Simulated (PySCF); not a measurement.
Species: Nb(CH2)(NH2)3, CH₈N₃Nb (singlet state).
Bonds: Nb1–C2, Nb1–N5, Nb1–N8, Nb1–N11. Hydrogens: H3, H4 on C2; H6, H7 on N5; H9, H10 on N8; H12, H13 on N11.

Method: PBE0-D3(BJ)/def2-SVP geometry optimisation, gas phase, def2 core potentials past Kr in PySCF; density fitting, grid level 1; the optimiser is geomeTRIC in internal coordinates, started from a GFN2-xTB structure with every atom displaced at random (about 0.03 Å).

Geometry at step 4:
```
atom  x, y, z in Å
Nb1    -0.0133    0.0622   -0.0040
C2     -0.0473    0.0789    1.8992
H3     -0.4234    0.6769    2.7361
H4      0.4998   -0.8529    2.1569
N5      1.8892   -0.0124   -0.5371
H6      2.7023   -0.0923    0.0672
H7      2.1869   -0.1292   -1.5034
N8     -0.9085    1.6490   -0.7497
H9     -1.9093    1.7165   -0.9275
H10    -0.4563    2.5214   -1.0087
N11    -1.0151   -1.5518   -0.5686
H12    -1.3877   -2.2964    0.0120
H13    -1.0865   -1.8220   -1.5500
```

Problem. What forces act on the atoms?

Solution. 
```tsv
atom	Fx (eV/Å)	Fy (eV/Å)	Fz (eV/Å)
Nb1	-0.104	-0.114	-0.037
C2	-0.121	0.164	-0.089
H3	0.067	-0.103	0.095
H4	0.009	-0.008	0.031
N5	0.146	0.057	0.039
H6	-0.009	-0.031	-0.003
H7	-0.005	0.004	-0.059
N8	-0.060	0.048	-0.024
H9	0.054	-0.021	0.008
H10	0.028	0.042	-0.007
N11	0.006	-0.003	-0.003
H12	-0.002	-0.042	-0.013
H13	-0.008	0.007	0.062
```

The largest, 0.22 eV/Å, acts on C2; the rms over all components is 0.062 eV/Å. The forces sum to zero within rounding, as they must for an isolated molecule in no field.

Problem. Give the force on C2 in Eh/bohr and in nN.

Solution. 0.222 eV/Å ÷ 51.422 = 0.00432 Eh/bohr, and 0.222 eV/Å × 1.602 = 0.36 nN.

Problem. How far is this geometry from the end of the optimisation?

Solution. 0.020 eV above it, and 0.081 Å rms away after alignment. The bonds farthest from their final lengths, with half the difference of the two atoms' forces along the bond (positive lengthens):

| bond | now (Å) | final (Å) | force along bond (eV/Å) |
| --- | --- | --- | --- |
| Nb1–C2 | 1.904 | 1.895 | -0.02 |
| C2–H4 | 1.111 | 1.120 | +0.12 |
| Nb1–N5 | 1.977 | 1.982 | +0.11 |
| Nb1–N8 | 1.969 | 1.973 | +0.05 |

The angle farthest from its final value is Nb1–C2–H3, 140.8° against 152.0°.

The cost below is that of the whole optimisation. On Intel Xeon at 2.50 GHz, one thread (shared host), this took 5.7 min wall, 3.9 min CPU and 0.48 GiB of memory at its peak.
